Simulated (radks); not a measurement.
Correlation energies from several functionals, in hartree. Species: Pd [Kr] 4d10; P [Ne] 3s2 3p3; Cd [Kr] 4d10 5s2; Sc3+ [Ar]; Mg+ [Ne] 3s1. Method: non-relativistic Kohn-Sham, exchange-only LDA, spin-polarised, spherical densities, point nucleus; computed with a radial shooting solver on a logarithmic mesh with Libxc functionals. Every spin shell is full or empty, so the densities are truly spherical. Functionals are evaluated on that one density, not self-consistently.

PW92: Pd -4.3376; P -1.1107; Cd -4.5479; Sc3+ -1.5495; Mg+ -0.84045
PZ: Pd -4.3355; P -1.1059; Cd -4.5461; Sc3+ -1.5466; Mg+ -0.83730
Wigner: Pd -2.4549; P -0.68778; Cd -2.5592; Sc3+ -0.95242; Mg+ -0.53657
Chachiyo: Pd -4.2783; P -1.0882; Cd -4.4868; Sc3+ -1.5238; Mg+ -0.82468
PBE: Pd -2.4092; P -0.52247; Cd -2.5306; Sc3+ -0.75227; Mg+ -0.38090
PBEsol: Pd -2.7306; P -0.61401; Cd -2.8675; Sc3+ -0.87308; Mg+ -0.45050
P86: Pd -2.7305; P -0.59350; Cd -2.8715; Sc3+ -0.85914; Mg+ -0.42653
PW91: Pd -2.6025; P -0.57391; Cd -2.7338; Sc3+ -0.82712; Mg+ -0.41965
AM05: Pd -4.0333; P -1.0048; Cd -4.2319; Sc3+ -1.4113; Mg+ -0.75705
OP (B88): Pd -2.2444; P -0.54204; Cd -2.3486; Sc3+ -0.78366; Mg+ -0.41713
TPSS: Pd -2.4110; P -0.52743; Cd -2.5334; Sc3+ -0.75669; Mg+ -0.38234
SCAN: Pd -2.4175; P -0.52276; Cd -2.5388; Sc3+ -0.73727; Mg+ -0.37900
B95: Pd -2.9180; P -0.59862; Cd -3.0745; Sc3+ -0.90441; Mg+ -0.44068
Tao-Mo: Pd -2.3244; P -0.47603; Cd -2.4436; Sc3+ -0.69826; Mg+ -0.34305
